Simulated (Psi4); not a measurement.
AlClF₂, singlet, geometry from GFN2-xTB (such geometries of metal compounds can be far from the true shape). Base run: Psi4 with CCSD(T)/def2-SVP.

Here is a job for Psi4.
```
memory 2 GB

molecule {
0 1
  Al   -0.28553981    0.17607883   -0.15733185
  F    -1.76738816   -0.50280871   -0.36624156
  F    -0.20323799    1.71800017   -0.71956939
  Cl    1.26162664   -0.77798517    0.69515369
}

set basis def2-svp
set freeze_core true

energy('ccsd(t)')
print_variables()
```

The base run was repeated with changes; each row names its change, and settings that it needs were set with it.

```
change                ΔE vs base (kcal/mol)  MP2 correlation (Eh)  basis functions
--------------------  ---------------------  --------------------  ---------------
base                                  0.000              -0.55986               64
method = mp2                          15.14              -0.55993               64
method = ccsd                          5.28              -0.55986               64
method = mp3                           9.91              -0.55993               64
method = mp4                          -1.67              -0.55986               64
method = fno-ccsd(t)                  0.000              -0.55986               64
method = dlpno-mp2                    15.14              -0.55992               64
method = qcisd(t)                    -0.371              -0.55986               64
```
